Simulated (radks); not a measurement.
Problem. These are the eigenvalues of the occupied orbitals of an atom or ion with whole-number occupations (hartree). Calculated with a radial shooting solver on a logarithmic mesh with Libxc functionals: Dirac Kohn-Sham, PBEsol, spin-unpolarised, spherical densities, finite nucleus; Fermi nuclear charge, rms radius of each element as measured or else 0.836 A^(1/3) + 0.57 fm.

| orbital | eigenvalue |
|---|---|
| 1s1/2 | -3049.322 |
| 2s1/2 | -540.3219 |
| 2p1/2 | -518.6433 |
| 2p3/2 | -447.1105 |
| 3s1/2 | -128.4538 |
| 3p1/2 | -118.6422 |
| 3p3/2 | -102.7997 |
| 3d3/2 | -86.47324 |
| 3d5/2 | -83.07724 |
| 4s1/2 | -28.48606 |
| 4p1/2 | -24.27291 |
| 4p3/2 | -20.44404 |
| 4d3/2 | -13.53843 |
| 4d5/2 | -12.82446 |
| 5s1/2 | -4.66478 |
| 4f5/2 | -3.93489 |
| 4f7/2 | -3.78078 |
| 5p1/2 | -3.27240 |
| 5p3/2 | -2.59914 |
| 5d3/2 | -0.73604 |
| 5d5/2 | -0.66700 |
| 6s1/2 | -0.54239 |

Which element is it, and in what charge state? The configuration may be excited. Open shells, if any, fill j = l - 1/2 first.

Solution. Z = 80, mercury, charge +1: Hg+ in [Xe] 4f14 5d10 6s1. The list shows which subshells hold electrons but not how many an open one holds; the 1s level, -3049.3 hartree, gives Z - s = 78.1 by -(Z - s)^2/2, which with screening and relativity narrows Z to a few neighbours, and the depths of the outer levels then fix element, charge and occupations together.
